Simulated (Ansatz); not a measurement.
Molecule: C4H3O2 (charge 0, doublet). It need not be the lowest isomer of its formula. SMILES: Oc1[c]cco1
Structure (B3LYP-D3(BJ)/def2-TZVP (Ansatz, an electronic-structure program) minimum search):
```xyz
9

O      1.9695    -0.0920     0.4854
C      0.6990     0.0921     0.1077
C      0.0627     1.0819    -0.5458
C     -1.3122     0.7358    -0.6724
C     -1.4266    -0.4736    -0.0721
O     -0.1988    -0.8863     0.4144
H      2.0422    -0.9404     0.9405
H     -2.1010     1.2996    -1.1394
H     -2.2438    -1.1503     0.0964
```
Charge 0, spin multiplicity 2.

Parts of the frozen-core correlation energy in 6-31G (Ansatz, hartree). Frozen orbitals: 6; correlated occupied orbitals by spin: 16 and 15; virtual: 38 and 39. Open shells are spin-unrestricted. No spin-orbit coupling. Non-relativistic.

```tsv
term	value
reference (HF)	-302.68834
MP2 opposite-spin	…
MP2 same-spin	…
CCSD correlation	-0.58573
(T)	…
T1 diagnostic	0.040
largest doubles amplitude	0.090
<S^2> of the reference	1.150
```

Question: Some entries are withheld; supply them.

Answer: 
- MP2 opposite-spin, value: -0.39657
- MP2 same-spin, value: -0.14040
- (T), value: -0.01970
